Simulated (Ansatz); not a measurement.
A nudged elastic band was laid between two geometries of GaH6NO + H2O (12 atoms, charge 0, multiplicity 1).

Method: Ansatz, RKS PBE-D4/def2-SVP.

| Property | Result |
| --- | --- |
| movable images | 8 |
| climbing image | no |
| spring | 5.0 eV/Å² |
| optimiser | quadratic models (default) |
| start path | through a guess of the saddle point |
| force threshold | 0.05 eV/Å |
| iteration limit | 60 |
| end points | relaxed |

First end point:

```xyz
12
Properties=species:S:1:pos:R:3
Ga -1.140 -0.160 -0.856
N 0.119 -1.349 0.068
H -0.749 -0.021 -2.378
H -2.602 -0.206 -0.248
H 0.496 1.294 0.462
O -0.416 1.584 -0.034
H 1.107 -0.352 0.691
O 1.588 0.559 1.007
H 0.580 -2.005 -0.575
H -0.327 -1.926 0.794
H -1.012 1.926 0.657
H 2.355 0.656 0.412
```

Last end point:

```xyz
12
Properties=species:S:1:pos:R:3
Ga -1.167 0.035 -0.861
N 0.087 -1.351 0.123
H -0.574 0.004 -2.326
H -2.639 -0.364 -0.427
H 0.899 1.182 0.698
O -0.533 1.564 0.053
H 0.891 -0.743 0.473
O 1.747 0.665 0.925
H 0.461 -2.087 -0.488
H -0.346 -1.810 0.934
H -1.198 1.941 0.655
H 2.373 0.966 0.241
```

Task: What changes between the two ends?

Result: Bonds broken: H5–O6, H7–O8. Bonds formed: N2–H7, H5–O8.

Task: What energy profile does the band end with?

Result: The run converged. The highest image is number 1 of 0 to 9, 0.002 eV above the first end and 0.384 eV above the last; the last end lies 0.382 eV below the first. The top lies less than 8 meV above the higher end, about what the thresholds resolve: that end is a shoulder or a very shallow well. No image climbed, so the highest image needn't sit at the top of the path. The orbitals stay closed-shell, which can raise the energy where a bond breaks towards radicals; this wasn't checked here.

```csv
image,path coordinate (Å),energy (eV),H5–O6 (Å),H7–O8 (Å),N2–H7 (Å)
0,0.00,0.000,1.08,1.08,1.54
1,0.15,0.002,1.09,1.09,1.50
2,0.29,0.001,1.16,1.17,1.37
3,0.44,-0.067,1.26,1.29,1.25
4,0.59,-0.206,1.37,1.42,1.15
5,0.73,-0.313,1.48,1.55,1.10
6,0.88,-0.361,1.56,1.64,1.08
7,1.03,-0.377,1.60,1.69,1.07
8,1.18,-0.381,1.61,1.70,1.07
9,1.32,-0.382,1.62,1.71,1.07
```

Task: What is the geometry of the highest image?

Result: 
```xyz
12
Properties=species:S:1:pos:R:3:forces:R:3
Ga -1.130 -0.146 -0.856 0.00 -0.01 0.00
N 0.116 -1.343 0.085 0.00 -0.01 0.00
H -0.690 -0.003 -2.365 -0.01 0.00 0.00
H -2.609 -0.214 -0.296 0.00 0.00 0.00
H 0.506 1.280 0.481 -0.02 0.01 -0.01
O -0.427 1.578 -0.002 0.01 0.00 -0.01
H 1.097 -0.368 0.662 0.01 0.02 0.01
O 1.592 0.556 0.973 0.00 -0.01 0.00
H 0.565 -2.018 -0.548 0.00 0.00 0.00
H -0.329 -1.900 0.827 0.00 0.00 -0.01
H -1.020 1.910 0.696 -0.01 0.01 0.01
H 2.329 0.669 0.343 0.01 0.00 0.00
```

The run took 9.9 min on 2 threads of Intel(R) Xeon(R) Platinum 8488C (Sapphire Rapids), with other jobs on the host, peak memory 0.19 GiB.
